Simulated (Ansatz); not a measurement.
Consider the substitution at a C–Si bond: `C[SiH](N)N` + `NB(O)O[SiH3]` → `COB(N)O[SiH3]` + `N[SiH2]N`.

Program: Ansatz. Geometries: PBE0-D4/def2-TZVP. ΔE: electronic, gas phase. CBS: MP2 limit from def2 TZ/QZ plus the TZ coupled-cluster correction, frozen cores. This one scheme is used for every species. DFT in def2-TZVPP. B3LYP here is the variant with VWN-RPA as its local correlation; programs differ in this. One conformer a species, not always the lowest.

CCSD(T)/CBS gives +101.1 kJ/mol.

Question: Another level gave +96.7 kJ/mol. Which?
A. r2SCAN-D4/def2-TZVPP
B. B3LYP/def2-TZVPP
C. HF/def2-TZVPP
D. SCS-MP2/def2-TZVPP

Answer: D. SCS-MP2/def2-TZVPP 96.7, r2SCAN-D4 101.1, B3LYP 91.8, HF/def2-TZVPP 85.6 kJ/mol.

Largest T1 diagnostic among the species: 0.011.

In def2-TZVPP, CCSD(T) changes the Hartree–Fock value by +12.6 kJ/mol (the triples alone add +0.8 kJ/mol) and MP2 by +19.2 kJ/mol.
